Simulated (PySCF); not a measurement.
Species: C6H7FO.
Numbering: `[CH2:1]=[CH:2]/[C:3](=[CH:4]/[CH3:5])[C:6](=[O:7])[F:8]` (hydrogens: H9, H10 on C1; H11 on C2; H12 on C4; H13, H14, H15 on C5)

Torsions of this conformer, `[CH2:1]=[CH:2]/[C:3](=[CH:4]/[CH3:5])[C:6](=[O:7])[F:8]`: C1–C2–C3–C4 175°, C2–C3–C6–O7 158°.

The closed-shell ground state was solved at several levels (PySCF, density fitting, gas phase, non-relativistic). One conformer (not necessarily the lowest) at the PBE0-D3(BJ)/def2-SVP geometry, without solvent, vibrations or thermal averaging.

```json
{"level": "PBE0/pcSseg-1", "basis functions": "171", "HOMO (eV)": "-7.10", "LUMO (eV)": "-1.82", "gap (eV)": "5.28", "dipole (D)": "3.13"}
{"level": "B3LYP/pcJ-1", "basis functions": "286", "HOMO (eV)": "-6.88", "LUMO (eV)": "-2.01", "gap (eV)": "4.87", "dipole (D)": "3.12"}
{"level": "PBE0/def2-SVPD", "basis functions": "222", "HOMO (eV)": "-7.13", "LUMO (eV)": "-1.89", "gap (eV)": "5.24", "dipole (D)": "3.17"}
```

**Question.** Estimate the row for mPW1PW91/pcSseg-1, a basis of 171 functions; the other rows only guide the guess.

**Answer.** HOMO -7.13 eV, LUMO -1.84 eV, gap 5.29 eV, dipole 3.15 D.

**Question.** How far do the dipole and the HOMO energy spread over the levels?

**Answer.** The dipole runs from 3.12 to 3.17 D (mean 3.14 D) and the HOMO from -7.13 to -6.88 eV.
